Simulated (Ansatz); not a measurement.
Reaction (substitution at a C–N bond): `C[NH][GeH2][F]` + `OB(F)O[SiH3]` → `COB(F)O[SiH3]` + `[NH2][GeH2][F]`

Isolated molecules relaxed with PBE0-D4/def2-TZVP in Ansatz; ΔE leaves out vibrations. CCSD(T)/CBS adds triple-zeta CCSD(T) − MP2 to the extrapolated MP2 energy (def2 sets, frozen cores). Functionals use def2-TZVPP. HSE06 is defined as in plane-wave codes. For Ge outer-core shells are correlated without core-valence functions, which leaves a few kJ/mol of doubt a bond. Scalar relativity is left out up to krypton. Each species was taken in one conformer, which may not be the lowest.

(1) Is it downhill or uphill in electronic energy at CCSD(T)/CBS, and by how much? (Best estimate.)

(2) What do these levels give: PBE-D4, r2SCAN-D4, r2SCAN0-D4, HSE06-D4, B2PLYP, PBE-QIDH, BHLYP, CAM-B3LYP, CCSD(T)/def2-SVP, SCS-MP2/def2-TZVPP, SCS-MP2/def2-QZVPP, MP2/CBS(def2)? (Best estimate.)

Largest T1 diagnostic among the species: 0.012.

Results:

(1) Ansatz gave: Uphill: ΔE = +14.1 kJ/mol.

(2) Computed: PBE-D4 13.2, r2SCAN-D4 10.6, r2SCAN0-D4 11.8, HSE06-D4 13.7, B2PLYP 11.0, PBE-QIDH 14.5, BHLYP 8.7, CAM-B3LYP 8.8, CCSD(T)/def2-SVP 16.6, SCS-MP2/def2-TZVPP 13.5, SCS-MP2/def2-QZVPP 14.2, MP2/CBS(def2) 17.6 kJ/mol.

In def2-TZVPP, CCSD(T) changes the Hartree–Fock value by +6.2 kJ/mol (the triples alone add +0.3 kJ/mol) and MP2 by +9.6 kJ/mol. Leaving LDA and LC-ωPBE aside and taking each functional with its dispersion term where it has one, the values, not all of them listed here, spread over 5.4 kJ/mol, from B97M-V to revPBE-D4.
